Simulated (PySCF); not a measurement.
**Electronic absorption of C4H8F2O2Si**

Species: C4H8F2O2Si.
SMILES: `FC(F)O[C@@H]1CCO[SiH2]1`

Method: PySCF 2.14.0, density-fitted response routines, TDDFT CAM-B3LYP/def2-SVPD, vertical, gas phase, core orbitals frozen in the response. Isolated species at its PBE0-D3(BJ)/def2-SVP geometry (one conformer only).

Task: Predict the UV-vis stick spectrum at this level.

Result: 

```json
{"state": "S1", "E (eV)": "7.06", "E (hartree)": "0.2594", "f": "0.0039", "main configurations (H = HOMO, L = LUMO)": "H→L (65%), H→L+1 (23%)"}
{"state": "S2", "E (eV)": "7.67", "E (hartree)": "0.2820", "f": "0.014", "main configurations (H = HOMO, L = LUMO)": "H-1→L (38%), H→L+1 (29%), H→L (17%)"}
{"state": "S3", "E (eV)": "7.71", "E (hartree)": "0.2832", "f": "0.024", "main configurations (H = HOMO, L = LUMO)": "H-1→L (39%), H→L+1 (29%)"}
{"state": "S4", "E (eV)": "8.04", "E (hartree)": "0.2953", "f": "0.0059", "main configurations (H = HOMO, L = LUMO)": "H-1→L+1 (56%), H→L+2 (12%)"}
{"state": "S5", "E (eV)": "8.32", "E (hartree)": "0.3056", "f": "0.017", "main configurations (H = HOMO, L = LUMO)": "H→L+3 (34%), H→L+6 (23%), H-1→L+1 (12%)"}
{"state": "S6", "E (eV)": "8.44", "E (hartree)": "0.3101", "f": "0.0061", "main configurations (H = HOMO, L = LUMO)": "H→L+2 (24%), H→L+3 (23%), H→L+5 (14%)"}
{"state": "S7", "E (eV)": "8.53", "E (hartree)": "0.3136", "f": "0.046", "main configurations (H = HOMO, L = LUMO)": "H-2→L (45%), H-2→L+1 (17%), H-3→L+1 (11%)"}
{"state": "S8", "E (eV)": "8.59", "E (hartree)": "0.3158", "f": "0.021", "main configurations (H = HOMO, L = LUMO)": "H→L+4 (31%), H-2→L (11%), H-1→L+2 (11%)"}
{"state": "S9", "E (eV)": "8.65", "E (hartree)": "0.3178", "f": "0.012", "main configurations (H = HOMO, L = LUMO)": "H→L+6 (23%), H→L+4 (22%), H-1→L+2 (14%)"}
{"state": "S10", "E (eV)": "8.74", "E (hartree)": "0.3212", "f": "0.013", "main configurations (H = HOMO, L = LUMO)": "H-3→L (23%), H-2→L (16%), H-1→L+2 (16%)"}
```

Triplets (Tamm–Dancoff): T1 6.71 eV, H→L (64%), H→L+1 (18%); T2 7.27 eV, H-1→L (70%), H-1→L+1 (8%); T3 7.48 eV, H→L+1 (54%), H→L+2 (10%); T4 7.73 eV, H-1→L+1 (22%), H→L+6 (14%), H→L+2 (12%).

The lowest singlet comes at 176 nm (681 kJ/mol) in the vacuum ultraviolet; it is very weak; its leading configuration is HOMO→LUMO (65%). The most intense listed level is S7 at 8.53 eV (145 nm, f = 0.046), 1.47 eV above S1. Löwdin shares by element: HOMO oxygen 43% or more, carbon 11% or more, silicon 11%, hydrogen 8% or more (atoms not listed hold the other 27%); LUMO silicon 32%, hydrogen 21% or more, oxygen 9% or more (atoms not listed hold the other 38%). Orbital energies (eV): HOMO-3 -10.91, HOMO-2 -10.73, HOMO-1 -10.00, HOMO -9.49, LUMO 0.97, LUMO+1 1.10, LUMO+2 1.62. The oscillator strengths of these states sum to 0.163; summed over the whole spectrum of an exact calculation they would give the number of electrons, 80 (Thomas–Reiche–Kuhn). The listed states span 1.68 eV, and the widest gap between neighbours is 0.61 eV (S1 to S2). No computed singlet lies in the visible range (380 to 750 nm); the lowest, at 176 nm, stands 3.79 eV above its violet end (3.26 eV). The vertical ionisation energy (ΔSCF) is 10.29 eV, 1.55 eV above S10. Only the lowest 10 singlets were computed, as vertical energies without vibronic structure.

Without π bonds the low states are Rydberg-like; a valence basis with one diffuse set may place them up to an eV too high.
